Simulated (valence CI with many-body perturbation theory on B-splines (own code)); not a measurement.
## Energy levels of Eu⁴⁸⁺

Calculated by valence CI with perturbative core correlation (CI+MBPT): five valence electrons over a frozen Dirac-Fock core [Ne], radial functions for each j: 9 s, 9 p, 8 d, 6 f, 3 g, 1 h, with the one-electron correlation potential Σ1, the two-electron term Σ2, the three-electron term Σ3, Breit, model QED; selected CI, second order for the rest, scaled by the run's own slope (own B-spline code, finite nucleus).

The last digits are not significant, and no measured levels were compared; by estimate large intervals hold to a few tenths of a per cent, small ones and those within an open d or f shell to about a per cent. Among the levels kept, up to 1200 cm⁻¹ of a level comes from second order outside the variational space, and about a tenth of that is noise between levels of different J, which matters for small intervals.

Levels 1 to 34 of 34, with energies above the lowest level, (3s^2 3p1/2^2 3p3/2) J=3/2. "Leading %" is the weight of the configuration and term that name the level; weights of strongly mixed levels are sums over their largest components and can fall short, so below about 35 % the name and the second component can differ from the true leading terms, or belong to a minority configuration. In the jj column 3d3/2^4 stands for four electrons in 3d with j = 3/2. Lifetimes count E1, E2, E3, M1 and M2 decay at the calculated energies, and are blank where another channel may lead or the interval is too uncertain; long ones can be off by a factor of two.

| No. | Configuration | Term | J | E (× 10³ cm⁻¹) | Leading % | Leading jj | Lifetime |
| --- | --- | --- | --- | --- | --- | --- | --- |
| 1 | 3s²3p³ | ²P° | 3/2 | 0.00 | 46 | 3s^2 3p1/2^2 3p3/2 (99 %) |  |
| 2 | 3s²3p³ | ⁴S° | 3/2 | 1242.8 | 54 | 3s^2 3p1/2 3p3/2^2 (98 %) | 27.0 ns |
| 3 | 3s²3p³ | ²D° | 5/2 | 1322.5 | 99 | 3s^2 3p1/2 3p3/2^2 (99 %) | 146 ns |
| 4 | 3s²3p³ | ²P° | 1/2 | 1422.4 | 98 | 3s^2 3p1/2 3p3/2^2 (98 %) | 41.3 ns |
| 5 | 3s²3p²3d | ²D | 3/2 | 1503.2 | 38 | 3s^2 3p1/2^2 3d3/2 (98 %) | 151 ps |
| 6 | 3s²3p²3d | ²D | 5/2 | 1880.2 | 29 | 3s^2 3p1/2^2 3d5/2 (93 %) | 11.6 ps |
| 7 | 3s3p⁴ | ⁴P | 5/2 | 2342.9 | 65 | 3s 3p1/2^2 3p3/2^2 (88 %) | 7.52 ps |
| 8 | 3s3p⁴ | ²P | 3/2 | 2539.3 | 31 | 3s 3p1/2^2 3p3/2^2 (71 %) | 3.09 ps |
| 9 | 3s3p⁴ | ²S | 1/2 | 2540.7 | 52 | 3s 3p1/2^2 3p3/2^2 (84 %) | 4.59 ps |
| 10 | 3s²3p³ | ²P° | 3/2 | 2677.3 | 52 | 3s^2 3p3/2^3 (98 %) | 12.5 ns |
| 11 | 3s²3p²3d | ²F | 5/2 | 2734.3 | 46 | 3s^2 3p1/2 3p3/2 3d3/2 (98 %) | 226 ps |
| 12 | 3s²3p²3d | ⁴F | 3/2 | 2751.0 | 33 | 3s^2 3p1/2 3p3/2 3d3/2 (93 %) | 12.8 ps |
| 13 | 3s²3p²3d | ⁴D | 1/2 | 2752.9 | 79 | 3s^2 3p1/2 3p3/2 3d3/2 (98 %) | 154 ps |
| 14 | 3s²3p²3d | ²G | 7/2 | 2814.4 | 47 | 3s^2 3p1/2 3p3/2 3d3/2 (95 %) | 6.16 ns |
| 15 | 3s²3p²3d | ²D | 5/2 | 3006.5 | 32 | 3s^2 3p1/2 3p3/2 3d3/2 (85 %) | 924 fs |
| 16 | 3s²3p²3d | ⁴D | 7/2 | 3043.4 | 47 | 3s^2 3p1/2 3p3/2 3d5/2 (99 %) | 1.94 ns |
| 17 | 3s²3p²3d | ⁴P | 3/2 | 3062.0 | 26 | 3s^2 3p1/2 3p3/2 3d3/2 (78 %) | 538 fs |
| 18 | 3s²3p²3d | ²P | 1/2 | 3064.1 | 39 | 3s^2 3p1/2 3p3/2 3d3/2 (88 %) | 730 fs |
| 19 | 3s²3p²3d | ²P | 3/2 | 3100.8 | 42 | 3s^2 3p1/2 3p3/2 3d5/2 (90 %) | 15.0 ps |
| 20 | 3s²3p²3d | ²G | 9/2 | 3129.1 | 59 | 3s^2 3p1/2 3p3/2 3d5/2 (99 %) | 1.97 μs |
| 21 | 3s²3p²3d | ²F | 5/2 | 3133.1 | 32 | 3s^2 3p1/2 3p3/2 3d5/2 (90 %) | 11.8 ps |
| 22 | 3s²3p²3d | ²F | 7/2 | 3288.1 | 54 | 3s^2 3p1/2 3p3/2 3d5/2 (92 %) | 4.32 ps |
| 23 | 3s²3p²3d | ²D | 5/2 | 3295.8 | 40 | 3s^2 3p1/2 3p3/2 3d5/2 (89 %) | 2.29 ps |
| 24 | 3s²3p²3d | ²D | 3/2 | 3343.6 | 61 | 3s^2 3p1/2 3p3/2 3d5/2 (94 %) | 5.19 ps |
| 25 | 3s²3p²3d | ²P | 1/2 | 3365.5 | 52 | 3s^2 3p1/2 3p3/2 3d5/2 (92 %) | 3.65 ps |
| 26 | 3s3p⁴ | ⁴P | 3/2 | 3684.1 | 61 | 3s 3p1/2 3p3/2^3 (82 %) | 2.41 ps |
| 27 | 3s3p⁴ | ²D | 5/2 | 3790.5 | 63 | 3s 3p1/2 3p3/2^3 (81 %) | 2.48 ps |
| 28 | 3s3p³3d | ⁴D° | 5/2 | 3803.2 | 28 | 3s 3p1/2^2 3p3/2 3d3/2 (93 %) | 41.5 ps |
| 29 | 3s3p³3d | ⁶D° | 3/2 | 3818.1 | 28 | 3s 3p1/2^2 3p3/2 3d3/2 (94 %) | 24.2 ps |
| 30 | 3s3p³3d | ⁴P° | 1/2 | 3828.7 | 42 | 3s 3p1/2^2 3p3/2 3d3/2 (94 %) | 45.1 ps |
| 31 | 3s3p³3d | ⁴F° | 7/2 | 3862.7 | 24 | 3s 3p1/2^2 3p3/2 3d3/2 (86 %) | 48.0 ps |
| 32 | 3s3p⁴ | ²P | 1/2 | 3926.1 | 44 | 3s 3p1/2 3p3/2^3 (72 %) | 1.24 ps |
| 33 | 3s3p⁴ | ²P | 3/2 | 3940.5 | 43 | 3s 3p1/2 3p3/2^3 (76 %) | 1.11 ps |
| 34 | 3s3p³3d | ²D° | 3/2 | 3983.9 | 24 | 3s 3p1/2^2 3p3/2 3d3/2 (77 %) | 4.69 ps |

The ionisation energy to 3s²3p² ³P0 of the next ion comes out as 4133.7 eV (NIST: 4131 ± 4 eV (theoretical)). All 34 levels together are meant to be complete up to 4017.2 × 10³ cm⁻¹.
